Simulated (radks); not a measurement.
The numbers below are computed, except where a source is named.
These are the eigenvalues of the occupied orbitals of an atom or ion with whole-number occupations (Ry). Code: a radial shooting solver on a logarithmic mesh with Libxc functionals. Model: scalar-relativistic Kohn-Sham, r2SCAN, spin-polarised, spherical densities, finite nucleus; meta-GGA in the generalised Kohn-Sham scheme; Fermi nuclear charge, rms radius of each element as measured or else 0.836 A^(1/3) + 0.57 fm.

| orbital | eigenvalue |
|---|---|
| 1s up | -158.9961 |
| 2s up | -36.28464 |

Which element is it, and in what charge state? The configuration may be excited. Open shells, if any, are filled with parallel spins first.

Answer. Z = 13, aluminium, charge +11: Al11+ in 1s1 2s1. The 1s level, -79.498 hartree, gives Z - s = 12.6 by -(Z - s)^2/2, which with screening and relativity narrows Z to a few neighbours, and with so few levels the electron count can be read from the list.
